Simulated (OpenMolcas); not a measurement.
# OpenMolcas run: Ta

Input:

```
&GATEWAY
Coord
1

Ta 0.0 0.0 0.0
Basis=ANO-RCC-VTZP
Group=XYZ
NoMove
AngMom=0.0 0.0 0.0
AMFI
&SEWARD
Relativistic=R04O02
* reference wave functions (RASSCF and RASSI steps not shown): 5 electrons in 6 orbitals (5d 6s)
>>> COPY JOB001 $Project.JobIph
&CASPT2
Multistate=5 1 2 3 4 5
Frozen=14 16
IPEA=0.4
Imaginary=0.3
MaxIter=60
WThr=0.0 0.3 0.05
PrWF=0.5
NoMix
>>> COPY JOB002 $Project.JobIph
&CASPT2
Multistate=10 1 2 3 4 5 6 7 8 9 10
Frozen=14 16
IPEA=0.4
Imaginary=0.3
MaxIter=60
WThr=0.0 0.3 0.05
PrWF=0.5
NoMix
>>> COPY JOB003 $Project.JobIph
&CASPT2
Multistate=35 1 2 3 4 5 6 7 8 9 10 11 12 13 14 15 16 17 18 19 20 21 22
23 24 25 26 27 28 29 30 31 32 33 34 35
Frozen=14 16
IPEA=0.4
Imaginary=0.3
MaxIter=60
WThr=0.0 0.3 0.05
PrWF=0.5
NoMix
```

Launched by
```bash
OMP_NUM_THREADS=1 MOLCAS_MEM=2252 MOLCAS_PROJECT=a pymolcas a.inp > a.log  # once for each step of the input, in one work folder
```

Output, cut to the results:

```
--- CASPT2 ---
Orbital specifications:
      -----------------------

      Symmetry species                           1   2
                                                ag  au
      Frozen orbitals                           14  16
      Inactive orbitals                          1   3
      Active orbitals                            6   0
      Secondary orbitals                        30  34
      Deleted orbitals                           0   0
      Number of basis functions                 51  53
Type of calculation                        MS-CASPT2
      Fock operator                              state-specific
      IPEA shift                                 0.40
      Real shift                                 0.00
      Imaginary shift                            0.30
      The input orbitals will be transformed to quasi-canonical
Reference energy:      -15601.1702382658
      E2 (Non-variational):      -0.2959336108
      Shift correction:          -0.0023714720
      E2 (Variational):          -0.2983050828
      Total energy:          -15601.4685433486
      Residual norm:              0.0000002632
      Reference weight:           0.93502
      Contributions to the CASPT2 correlation energy
      Active & Virtual Only:         -0.0444750618
      One Inactive Excited:          -0.1243354280
      Two Inactive Excited:          -0.1271231210
Reference energy:      -15601.1702382658
      E2 (Non-variational):      -0.2959313227
      Shift correction:          -0.0023713511
      E2 (Variational):          -0.2983026738
      Total energy:          -15601.4685409396
      Residual norm:              0.0000002618
      Reference weight:           0.93502
      Contributions to the CASPT2 correlation energy
      Active & Virtual Only:         -0.0444767606
      One Inactive Excited:          -0.1243308356
      Two Inactive Excited:          -0.1271237266
::    CASPT2 Root  1     Total energy: -15601.46854335
::    CASPT2 Root  2     Total energy: -15601.46854094
::    CASPT2 Root  3     Total energy: -15601.46854343
::    CASPT2 Root  4     Total energy: -15601.46855116
::    CASPT2 Root  5     Total energy: -15601.46854586
::    MS-CASPT2 Root  1     Total energy: -15601.46855132
::    MS-CASPT2 Root  2     Total energy: -15601.46854613
::    MS-CASPT2 Root  3     Total energy: -15601.46854388
::    MS-CASPT2 Root  4     Total energy: -15601.46854274
::    MS-CASPT2 Root  5     Total energy: -15601.46854068
--- CASPT2 ---
Orbital specifications:
      -----------------------

      Symmetry species                           1   2
                                                ag  au
      Frozen orbitals                           14  16
      Inactive orbitals                          1   3
      Active orbitals                            6   0
      Secondary orbitals                        30  34
      Deleted orbitals                           0   0
      Number of basis functions                 51  53
Type of calculation                        MS-CASPT2
      Fock operator                              state-specific
      IPEA shift                                 0.40
      Real shift                                 0.00
      Imaginary shift                            0.30
      The input orbitals will be transformed to quasi-canonical
Reference energy:      -15601.1758063166
      E2 (Non-variational):      -0.3183101705
      Shift correction:          -0.0062810524
      E2 (Variational):          -0.3245912228
      Total energy:          -15601.5003975394
      Residual norm:              0.0000004379
      Reference weight:           0.91039
      Contributions to the CASPT2 correlation energy
      Active & Virtual Only:         -0.0662401205
      One Inactive Excited:          -0.1177528916
      Two Inactive Excited:          -0.1343171583
Reference energy:      -15601.1758063166
      E2 (Non-variational):      -0.3184382257
      Shift correction:          -0.0063738041
      E2 (Variational):          -0.3248120298
      Total energy:          -15601.5006183464
      Residual norm:              0.0000005085
      Reference weight:           0.91013
      Contributions to the CASPT2 correlation energy
      Active & Virtual Only:         -0.0663854703
      One Inactive Excited:          -0.1177045195
      Two Inactive Excited:          -0.1343482359
::    CASPT2 Root  1     Total energy: -15601.50039754
::    CASPT2 Root  2     Total energy: -15601.50061835
::    CASPT2 Root  3     Total energy: -15601.50034245
::    CASPT2 Root  4     Total energy: -15601.50026305
::    CASPT2 Root  5     Total energy: -15601.50043151
::    CASPT2 Root  6     Total energy: -15601.50021401
::    CASPT2 Root  7     Total energy: -15601.50034915
::    CASPT2 Root  8     Total energy: -15601.47876790
::    CASPT2 Root  9     Total energy: -15601.47876869
::    CASPT2 Root 10     Total energy: -15601.47876765
::    MS-CASPT2 Root  1     Total energy: -15601.50210340
::    MS-CASPT2 Root  2     Total energy: -15601.50196106
::    MS-CASPT2 Root  3     Total energy: -15601.50098998
::    MS-CASPT2 Root  4     Total energy: -15601.50036934
::    MS-CASPT2 Root  5     Total energy: -15601.49977172
::    MS-CASPT2 Root  6     Total energy: -15601.49907488
::    MS-CASPT2 Root  7     Total energy: -15601.49841694
::    MS-CASPT2 Root  8     Total energy: -15601.47876512
::    MS-CASPT2 Root  9     Total energy: -15601.47874500
::    MS-CASPT2 Root 10     Total energy: -15601.47872284
--- CASPT2 ---
Orbital specifications:
      -----------------------

      Symmetry species                           1   2
                                                ag  au
      Frozen orbitals                           14  16
      Inactive orbitals                          1   3
      Active orbitals                            6   0
      Secondary orbitals                        30  34
      Deleted orbitals                           0   0
...
```

Levels above the lowest, from the spin-orbit matrix with the single-state CASPT2 energies, averaged by term, on its diagonal:

```
Configuration  Term    J  E (cm⁻¹)  Measured (cm⁻¹)  Term weight %         Second
      5d³ 6s²    ⁴F  3/2       0.0              0.0             92           7 ²D
      5d³ 6s²    ⁴F  5/2      1672             2010             97           3 ²D
      5d³ 6s²    ⁴F  7/2      3490             3964             96           4 ²G
      5d³ 6s²    ⁴F  9/2      5060             5621             86          12 ²G
      5d³ 6s²    ⁴P  1/2      5540             6049             76   17 5d⁴ 6s ⁶D
      5d³ 6s²    ⁴P  3/2      5920             6069             68          16 ²P
      5d³ 6s²    ⁴P  5/2      8820             9253             60   38 5d⁴ 6s ⁶D
       5d⁴ 6s    ⁶D  1/2      9120                              81  11 5d³ 6s² ⁴P
       5d⁴ 6s    ⁶D  3/2      9250                              82   9 5d³ 6s² ²P
      5d³ 6s²    ²G  7/2     10090                              92           4 ⁴F
       5d⁴ 6s    ⁶D  5/2     10470                              62  36 5d³ 6s² ⁴P
       5d⁴ 6s    ⁶D  7/2     10980                              98               
      5d³ 6s²    ²G  9/2     11130                              53          34 ²H
      5d³ 6s²    ²D  3/2     11200                              49          24 ⁴P
      5d³ 6s²    ²P  1/2     11890                              84          13 ⁴P
       5d⁴ 6s    ⁶D  9/2     12460                              95   2 5d³ 6s² ⁴F
```

Against the 6 measured excited levels shown (NIST Handbook of Basic Atomic Spectroscopic Data) the mean absolute deviation is 410 cm-1; the largest miss in energy is 5d³ 6s² ⁴F_9/2: computed 5060, measured 5621 cm⁻¹ (-10.0 %), and the largest in proportion 5d³ 6s² ⁴F_5/2 (-16.8 %).

Term energies are means over components that CASPT2 splits; among the terms shown or strongly mixed into the levels shown the widest spread is 160 cm-1 (5d³ 6s² ²H). Some high roots are left out of the spin-orbit mixing, which shifts the levels that they would mix with. Configurations are named by rounded mean occupations; where the s occupation lies near a half they are strongly mixed, a name can repeat and a true partner stay unpaired. A single d shell beside an s shell can misplace configurations of different d count against each other. Measured partners are found by configuration, term and J. A level has none where our copy of the source lacks it or the pairing is in doubt (some pairs that miss far off the trend of their configuration count as doubtful), and it then counts in no deviation. Only configurations of the active space appear. The first state left out of the spin-orbit step lies near 16000 cm-1 above the lowest spin-free state of the reference (among the parities and spins computed), and the list stops at four fifths of that energy or lower.

The CASPT2 steps took 26 s on 1 thread of Arm Neoverse V2, with other jobs on the host; the integral step is not counted.

The term weight is that of the spin-free term in the level, not the purity of its configuration.
